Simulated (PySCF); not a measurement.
Two species compared at the same levels of theory.

First species: FH5Si2.
SMILES: `F[SiH2][SiH3]`

Second species: C2H12O2Si3.
Cartesian coordinates in Å at the GFN2-xTB level; atoms count from 1:
```
atom  x, y, z in Å
C1    -2.480    1.074    0.603
Si2   -2.510   -0.815    0.446
O3    -1.419   -1.326   -0.644
Si4    0.002   -1.329   -1.408
O5     1.066   -0.357   -0.675
Si6    1.540    0.639    0.514
C7     3.416    0.448    0.688
H8    -1.539    1.418    1.024
H9    -2.597    1.552   -0.367
H10   -3.281    1.431    1.243
H11   -3.779   -1.301   -0.104
H12   -2.179   -1.454    1.722
H13   -0.216   -0.778   -2.738
H14    0.524   -2.685   -1.312
H15    0.852    0.265    1.755
H16    1.167    1.996    0.098
H17    3.933    0.725   -0.227
H18    3.795    1.082    1.484
H19    3.694   -0.577    0.922
```

Levels: PBE0/def2-SVPD for dipole moment, HOMO energy, LUMO energy, HOMO–LUMO gap, static isotropic polarisability and electronic spatial extent ⟨r²⟩ about the centre of nuclear charge; TDDFT PBE0/def2-SVPD for lowest singlet excitation; TDA PBE0/def2-SVPD for lowest triplet excitation (Tamm–Dancoff); GFN2-xTB for rotational constant A and rotational constant C. Geometries: GFN2-xTB. Each species is one conformer at its optimised geometry, gas phase, non-relativistic unless stated; the electronic structure was computed with PySCF and density fitting.

Dipoles, sizes and rotational constants follow the conformer. The torsions of the flexible species, by atom-mapped SMILES:
- `[CH3:1][SiH2:2][O:3][SiH2:4][O:5][SiH2:6][CH3:7]`: C1–Si2–O3–Si4 40°, Si2–O3–Si4–O5 9°, O3–Si4–O5–Si6 5°, Si4–O5–Si6–C7 150°

```json
{"property": "dipole moment", "column X": "1.15 D", "column Y": "1.66 D"}
{"property": "HOMO energy", "column X": "-8.16 eV", "column Y": "-8.77 eV"}
{"property": "LUMO energy", "column X": "0.30 eV", "column Y": "-0.82 eV"}
{"property": "HOMO–LUMO gap", "column X": "8.46 eV", "column Y": "7.95 eV"}
{"property": "lowest singlet excitation", "column X": "7.23 eV", "column Y": "6.60 eV"}
{"property": "lowest triplet excitation (Tamm–Dancoff)", "column X": "6.97 eV", "column Y": "5.72 eV"}
{"property": "static isotropic polarisability", "column X": "104.5 au", "column Y": "56.9 au"}
{"property": "electronic spatial extent ⟨r²⟩ about the centre of nuclear charge", "column X": "1878 bohr²", "column Y": "433 bohr²"}
{"property": "rotational constant A", "column X": "2.216 GHz", "column Y": "15.945 GHz"}
{"property": "rotational constant C", "column X": "0.629 GHz", "column Y": "2.994 GHz"}
```

**Question.** Which column belongs to which species?

**Answer.** Column X is the second species and column Y the first. The first has 8 atoms and 42 electrons, the second 19 and 82.

**Question.** How does each property change from the first species to the second?

**Answer.** dipole moment -0.51 D; HOMO energy +0.61 eV; LUMO energy +1.12 eV; HOMO–LUMO gap +0.51 eV; lowest singlet excitation +0.63 eV; lowest triplet excitation (Tamm–Dancoff) +1.25 eV; static isotropic polarisability +47.6 au; electronic spatial extent ⟨r²⟩ about the centre of nuclear charge +1445 bohr²; rotational constant A -13.729 GHz; rotational constant C -2.365 GHz.

On the first: A dipole of 1.66 D is allowed in Cs, and pure rotational transitions are dipole-allowed. No computed singlet falls in the visible range (750 to 380 nm, 1.65 to 3.26 eV); S1 lies 3.34 eV above its blue end.

On the second: No computed singlet falls in the visible range (750 to 380 nm, 1.65 to 3.26 eV); S1 lies 3.97 eV above its blue end. The principal polarisabilities are 93.8, 103.6 and 116.2 au; their mean is the isotropic value.
